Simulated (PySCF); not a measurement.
Exercise with solution: chemical shift, span and skew from a shielding tensor

1,2,4-triazole (C2H3N3), SMILES c1nc[nH]n1. Atoms are numbered in the order given.

```xyz
8

C      0.0132     1.1146     0.0000
N      1.1501     0.3757     0.0000
C      0.6959    -0.8572     0.0000
N     -0.6515    -0.8410     0.0000
N     -1.1053     0.4143     0.0000
H      0.0062     2.2042     0.0000
H      1.2862    -1.7733     0.0000
H     -1.3001    -1.6188     0.0000
```
Charge 0, spin multiplicity 1.

Geometry: PBE0-D3(BJ)/def2-SVP.

GIAO shieldings from PBE/pcSseg-1 in PySCF, non-relativistic, no solvent. The symmetric part of the tensor of C3 has the principal values -31.1, 38.8, 113.9 ppm. The same nucleus in TMS has σ = 182.0 ppm at this level (PySCF, at its B3LYP-D3(BJ)/def2-TZVP geometry).

Q: Work out the isotropic shielding, the ¹³C shift against TMS, the span and the skew.

A: 
σ(iso) = (σ11 + σ22 + σ33)/3 = 40.5 ppm. δ = σ(ref) − σ(iso) = 182.0 − (40.5) = 141.5 ppm.
Span Ω = σ33 − σ11 = 145.0 ppm. Skew κ = 3(σ(iso) − σ22)/Ω = 0.04. Tumbling in solution averages the tensor to δ; in a static solid the shielding alone would spread this spin-1/2 line over Ω.
